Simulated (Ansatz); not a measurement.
B14. Total charge 0; singlet. Geometry PBE0-D4/def2-SVP; atoms count from 1.

```csv
atom,x (Å),y (Å),z (Å)
B1,-0.357,-1.526,-1.189
B2,-1.718,-2.214,-0.799
B3,-0.795,2.211,0.672
B4,-0.779,0.576,0.490
B5,-2.006,1.440,1.259
B6,-2.729,-1.427,0.097
B7,-2.442,-0.069,0.907
B8,0.425,1.605,-0.191
B9,3.620,-0.614,0.151
B10,0.441,-0.352,-0.371
B11,-1.080,-1.073,0.277
B12,2.090,-0.470,0.012
B13,1.965,1.283,-0.631
B14,3.364,0.629,-0.685
```

Another isomer (triplet) lies 1.50 eV lower at PBE0-D4/def2-TZVP; other spin states weren't run for this one.

(1) Estimate the Mulliken populations from the PBE0/def2-TZVP orbitals of Ansatz.

(2) And the Mayer bond orders between heavy atoms (over 0.3)?

Answers

(1) 
```json
{"atom": "B1", "charge (e)": "-0.11"}
{"atom": "B2", "charge (e)": "-0.02"}
{"atom": "B3", "charge (e)": "-0.10"}
{"atom": "B4", "charge (e)": "0.17"}
{"atom": "B5", "charge (e)": "-0.01"}
{"atom": "B6", "charge (e)": "-0.04"}
{"atom": "B7", "charge (e)": "0.03"}
{"atom": "B8", "charge (e)": "0.18"}
{"atom": "B9", "charge (e)": "-0.01"}
{"atom": "B10", "charge (e)": "0.08"}
{"atom": "B11", "charge (e)": "0.03"}
{"atom": "B12", "charge (e)": "-0.07"}
{"atom": "B13", "charge (e)": "-0.02"}
{"atom": "B14", "charge (e)": "-0.11"}
```
Mulliken values depend strongly on the basis.

(2) B1–B2 1.27 (1.57 Å); B1–B10 0.92 (1.64 Å); B1–B11 0.62 (1.70 Å); B2–B6 1.31 (1.56 Å); B2–B11 0.71 (1.69 Å); B3–B4 0.66 (1.64 Å); B3–B5 1.37 (1.55 Å); B3–B8 1.03 (1.61 Å); B4–B5 0.57 (1.69 Å); B4–B7 0.37 (1.83 Å); B4–B8 0.52 (1.72 Å); B4–B10 0.48 (1.76 Å); B4–B11 0.56 (1.69 Å); B5–B7 1.10 (1.61 Å); B6–B7 1.04 (1.61 Å); B6–B11 0.57 (1.70 Å); B7–B11 0.48 (1.81 Å); B8–B10 0.38 (1.96 Å); B8–B13 0.89 (1.63 Å); B9–B12 1.23 (1.54 Å); B9–B13 0.38 (2.64 Å); B9–B14 1.56 (1.52 Å); B10–B11 0.52 (1.80 Å); B10–B12 0.78 (1.70 Å); B12–B13 0.53 (1.87 Å); B12–B14 0.69 (1.82 Å); B13–B14 1.22 (1.55 Å).
